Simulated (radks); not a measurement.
Results of a calculation; reference values are marked as such.
Species: Ge III. Configuration: [Ar] 3d7.5 4s1 4p3.5 (fractional occupations, a model configuration). Code: a radial shooting solver on a logarithmic mesh with Libxc functionals. Model: scalar-relativistic Kohn-Sham, r2SCAN, spin-polarised, spherical densities, finite nucleus; open shells are filled with parallel spins first; meta-GGA in the generalised Kohn-Sham scheme; Fermi nuclear charge, rms radius 4.0742 fm.

Radial electron density D(r) = 4 pi r^2 rho(r):

| r (bohr) | D(r) (e/bohr) | spin D(r) |
|---|---|---|
| 0.005946 | 7.598 | 0.00686 |
| 0.007743 | 11.32 | 0.0102 |
| 0.01008 | 16.29 | 0.0146 |
| 0.01313 | 22.43 | 0.0199 |
| 0.01723 | 29.35 | 0.0258 |
| 0.02244 | 35.39 | 0.0311 |
| 0.02922 | 39.00 | 0.0356 |
| 0.03835 | 38.74 | 0.0417 |
| 0.04994 | 35.25 | 0.0578 |
| 0.06502 | 32.09 | 0.100 |
| 0.08535 | 33.93 | 0.190 |
| 0.1111 | 40.97 | 0.330 |
| 0.1447 | 45.99 | 0.532 |
| 0.1884 | 40.95 | 0.897 |
| 0.2473 | 28.32 | 1.72 |
| 0.3221 | 21.99 | 3.07 |
| 0.4194 | 25.59 | 4.32 |
| 0.5505 | 27.23 | 4.18 |
| 0.7168 | 19.37 | 2.74 |
| 0.9333 | 9.412 | 1.76 |
| 1.225 | 4.504 | 2.10 |
| 1.595 | 3.467 | 2.53 |
| 2.077 | 2.454 | 1.88 |
| 2.705 | 1.060 | 0.763 |
| 3.55 | 0.2275 | 0.141 |
| 4.623 | 0.02338 | 0.0108 |
| 6.019 | 0.0009699 | 0.000220 |

D(r) has 3 maxima, at r = 0.0329, 0.147, 0.508 bohr, and minima at 0.0693, 0.325 bohr, inside which lie 2.09, 10.88 electrons.
